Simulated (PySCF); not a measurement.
# Calculated NMR parameters of C=CN([SiH3])[C@H](C)C#CC

- Formula: C7H13NSi
- SMILES: C=CN([SiH3])[C@H](C)C#CC
- InChI: InChI=1S/C7H13NSi/c1-4-6-7(3)8(9)5-2/h5,7H,2H2,1,3,9H3/t7-/m1/s1
- Point group of the computed structure: C1
- Degrees of unsaturation: 3
- Carbon signals: 7
- Proton signals: 7

Molfile (atoms numbered from 1):
```
C7H13NSi
     RDKit          3D

 22 21  0  0  0  0  0  0  0  0999 V2000
   -2.2091   -0.1668    1.7526 C   0  0  0  0  0  0  0  0  0  0  0  0
   -1.1268   -0.2209    0.9870 C   0  0  0  0  0  0  0  0  0  0  0  0
   -0.9889    0.3209   -0.2744 N   0  0  0  0  0  0  0  0  0  0  0  0
   -2.2422    1.2514   -1.0238 Si  0  0  0  0  0  4  0  0  0  0  0  0
    0.2034   -0.0839   -1.0100 C   0  0  2  0  0  0  0  0  0  0  0  0
    0.0937   -1.5387   -1.4867 C   0  0  0  0  0  0  0  0  0  0  0  0
    1.4090    0.0957   -0.2128 C   0  0  0  0  0  0  0  0  0  0  0  0
    2.3845    0.2312    0.4707 C   0  0  0  0  0  0  0  0  0  0  0  0
    3.5770    0.3961    1.2723 C   0  0  0  0  0  0  0  0  0  0  0  0
   -3.1220    0.3029    1.4333 H   0  0  0  0  0  0  0  0  0  0  0  0
   -2.2028   -0.5962    2.7377 H   0  0  0  0  0  0  0  0  0  0  0  0
   -0.2331   -0.7120    1.3535 H   0  0  0  0  0  0  0  0  0  0  0  0
   -3.4264    0.4302   -1.3052 H   0  0  0  0  0  0  0  0  0  0  0  0
   -1.6712    1.7265   -2.2846 H   0  0  0  0  0  0  0  0  0  0  0  0
   -2.5838    2.3760   -0.1530 H   0  0  0  0  0  0  0  0  0  0  0  0
    0.2821    0.5664   -1.8890 H   0  0  0  0  0  0  0  0  0  0  0  0
   -0.7824   -1.6483   -2.1223 H   0  0  0  0  0  0  0  0  0  0  0  0
    0.9828   -1.8167   -2.0484 H   0  0  0  0  0  0  0  0  0  0  0  0
   -0.0068   -2.2081   -0.6349 H   0  0  0  0  0  0  0  0  0  0  0  0
    3.3314    0.2976    2.3294 H   0  0  0  0  0  0  0  0  0  0  0  0
    4.3105   -0.3650    1.0073 H   0  0  0  0  0  0  0  0  0  0  0  0
    4.0104    1.3809    1.1003 H   0  0  0  0  0  0  0  0  0  0  0  0
  1  2  2  0
  2  3  1  0
  3  4  1  0
  3  5  1  0
  5  6  1  0
  5  7  1  0
  7  8  3  0
  8  9  1  0
  1 10  1  0
  1 11  1  0
  2 12  1  0
  4 13  1  0
  4 14  1  0
  4 15  1  0
  5 16  1  6
  6 17  1  0
  6 18  1  0
  6 19  1  0
  9 20  1  0
  9 21  1  0
  9 22  1  0
M  END
```

Computed data (PySCF 2.14): NMR shieldings at PBE0/pcSseg-1/GIAO, structure optimised with GFN2-xTB. No relativistic terms, no solvent, a single conformation, rapidly exchanging positions averaged.

Referencing at the same level of theory: $^{1}$H (σref 31.72), $^{13}$C (σref 186.93), $^{29}$Si (σref 349.16) vs TMS; $^{15}$N (σref 267.73) against NH3.

```tsv
carbon	δC, type	δH (multiplicity)	HMBC from (2–3 bonds)	span of the C tensor (ppm)
C1	89.7, CH2	H10 4.01 (m); H11 4.26 (m)	H12	155
C2	146.3, CH	6.99 (m)	H13/H14/H15, H11, H10, H16	211
C5	52.1, CH	3.97 (q)	H12, H13/H14/H15, H17/H18/H19	47
C6	27.7, CH3	1.26 (d)	H16	46
C7	87.0, C	–	H16, H20/H21/H22, H17/H18/H19	272
C8	88.5, C	–	H16, H20/H21/H22	238
C9	4.6, CH3	2.03 (s)	–	22
```

Other nuclei:
```csv
atoms,nucleus,environment,δ (ppm),σ (ppm)
H13/H14/H15,$^{1}$H,hydrogen on a silicon bonded to N,4.63,27.09
Si4,$^{29}$Si,"silicon bonded to N, 3 H",-54.3,403.5
N3,$^{15}$N,enamine nitrogen,84.1,183.6
```

Carbon types of the structure: 2 × C, 2 × CH, 1 × CH2, 2 × CH3, leaving 3 H on heteroatoms. δC 146.3: alkene carbon bearing nitrogen; an sp2 carbon further deshielded by the attached heteroatom. δC 89.7: β carbon of an enol-ether or enamine type C=C; the O or N lone pair pushes π density onto this β carbon and shields it. δC 88.5, 87.0: alkyne carbon; the triple bond shields along its axis, which puts it between sp3 and sp2 carbons. δC 52.1: propargylic sp3 CH bonded to N; deshielded by the electronegative neighbour. δH 6.99: hydrogen on an alkene carbon bearing nitrogen; a vinylic proton, deshielded by the sp2 carbon and the C=C anisotropy.

Shifts are as computed. Against solution values, carbons near 30 ppm lie about +3 ppm off and those near 130 ppm about +5 ppm. Of 1309 compounds with measured shifts, 239 miss one by over three times the rms of a fit or turn the order of signals round; such compounds aren't used in these exercises. Experimental scales use liquid or dissolved standards, which lie at an offset from isolated NH3 (liquid NH3: subtract about 20 ppm). Multiplicities follow the n + 1 count of equivalent neighbours, as no J values were calculated; m marks all less simple cases, F and P coupling included.
